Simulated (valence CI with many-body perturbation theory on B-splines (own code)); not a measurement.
## Nd⁵⁴⁺: what the settings do

Computed by configuration interaction combined with many-body perturbation theory (CI+MBPT): four valence electrons over a frozen Dirac-Fock core [He], radial functions for each j: 6 s, 6 p, 5 d, 3 f, 1 g, with the one-electron correlation potential Σ1 (screened to all orders), the two-electron term Σ2, the three-electron term Σ3, Breit, model QED; selected single and double excitations, second order for the rest (own B-spline code, finite nucleus).

The last digits are not significant, and no measured levels were compared; by estimate large intervals hold to a few tenths of a per cent, small ones and those within an open d or f shell to about a per cent.

The reference run has the lowest level (2s^2 2p1/2^2) J=0 and an ionisation energy of 11385.3 eV. Its largest variational space holds 9976 state functions.

Levels are named by their leading jj configuration (3d3/2^4 stands for four electrons in 3d with j = 3/2), which in mixed levels can hold well under half, so a name can repeat and another be missing. Letters in brackets count levels of one name in rising energy.

Reference levels: (2s^2 2p1/2 2p3/2) J=1 4342410, (2s^2 2p1/2 2p3/2) J=2 4478430, (2s 2p1/2^2 2p3/2) J=2 6096430, (2s 2p1/2^2 2p3/2) J=1 6647590, (2s^2 2p3/2^2) J=2 8942710, (2s^2 2p3/2^2) J=0 9320290, (2s 2p1/2 2p3/2^2) J=2 [a] 10272700, (2s 2p1/2 2p3/2^2) J=3 10584100, (2s 2p1/2 2p3/2^2) J=0 10937600, (2s 2p1/2 2p3/2^2) J=1 [a] 11077200, (2s 2p1/2 2p3/2^2) J=2 [b] 11159600, (2s 2p1/2 2p3/2^2) J=1 [b] 11186100 cm⁻¹.

(1) Rank these changes by the mean size of the shift of these levels, smallest first.
A. hole-hole ladder in Σ2 on → off
B. factor on the speed of light 1 → 1.1
C. highest l in the core sums 6 → 5
D. correlating orbitals by l 3 3 3 2 1 → 5 5 2 4 3

Answers

(1) C (2.2 cm⁻¹), D (64 cm⁻¹), A (130 cm⁻¹), B (1.5e+06 cm⁻¹).
